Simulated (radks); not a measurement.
Question: Ho IV, configuration [Xe] 4f10. All-electron calculation, Dirac Kohn-Sham, exchange-only B88, spin-unpolarised, spherical densities, finite nucleus; open shells fill j = l - 1/2 first; Fermi nuclear charge, rms radius 5.2022 fm. Program: a radial shooting solver on a logarithmic mesh with Libxc functionals. Some entries of the table are withheld. Estimate them.

orbital,occ.,eigenvalue (eV),r(max) (bohr)
1s1/2,2,-55460.76,0.01311
2s1/2,2,-9298.052,0.07479
2p1/2,2,-8852.562,0.05624
2p3/2,4,-7995.390,0.06236
3s1/2,2,-2101.254,0.2115
3p1/2,2,-1906.064,0.1990
3p3/2,4,-1727.071,0.2118
3d3/2,4,-1391.865,0.1675
3d5/2,6,-1352.758,0.1710
4s1/2,2,-440.2372,0.4840
4p1/2,2,-362.6776,0.4866
4p3/2,4,-322.3892,0.5139
4d3/2,4,-194.5505,0.5175
4d5/2,6,-187.2205,0.5263
5s1/2,2,-78.6461,1.125
5p1/2,2,-57.0783,1.222
5p3/2,4,-51.5886,1.302
4f5/2,6,(1),0.5169
4f7/2,4,(2),0.5220
5d3/2,0,-24.1944,1.726
5d5/2,0,-23.7069,1.763
6s1/2,0,-22.7375,(3)
6p1/2,0,-17.7937,3.226

Answer: 
(1) 4f5/2 eigenvalue (eV): -34.1315
(2) 4f7/2 eigenvalue (eV): -33.0859
(3) 6s1/2 r(max) (bohr): 2.783
